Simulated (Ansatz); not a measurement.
Consider the formal exchange of groups at the Al–O bond: `[CH3][AlH][OH]` + `C[SiH3]` → `[CH3][AlH][SiH2]C` + H₂O.

Gas-phase electronic energies from Ansatz, PBE0-D4/def2-TZVP geometries. CCSD(T)/CBS is the MP2 limit (def2-TZVPP, def2-QZVPP) plus CCSD(T) − MP2 in def2-TZVPP, frozen cores. This one scheme is used for every species. DFT in def2-TZVPP. One conformer a species, not always the lowest.

```csv
level,ΔE (eV)
r2SCAN0,1.55
BHLYP,1.68
```

(1) What does CCSD(T)/CBS give? (An estimate is asked.)

(2) What do rigid-rotor, harmonic-oscillator terms from PBE0-D4/def2-TZVP frequencies (298.15 K, 1 bar) make of the CCSD(T)/CBS value? (Best estimate.)

Largest T1 diagnostic among the species: 0.011.

Answers

(1) Computed: +1.51 eV. The listed levels differ from it by 0.04, 0.17 eV.

(2) Computed: ΔZPE = +0.01 eV, ΔH = +1.57 eV, ΔS = 23 J/(mol·K), ΔG = +1.50 eV. Modes under 50 cm⁻¹ make the entropy rough.

At CCSD(T), def2-SVP lies +0.09 eV from the extrapolated value and def2-TZVPP +0.02 eV. Leaving LDA and LC-ωPBE aside and taking each functional with its dispersion term where it has one, the values, not all of them listed here, spread over 0.31 eV, from revPBE-D4 to CAM-B3LYP-D4. LDA lies +0.03 eV from PBE without D4.
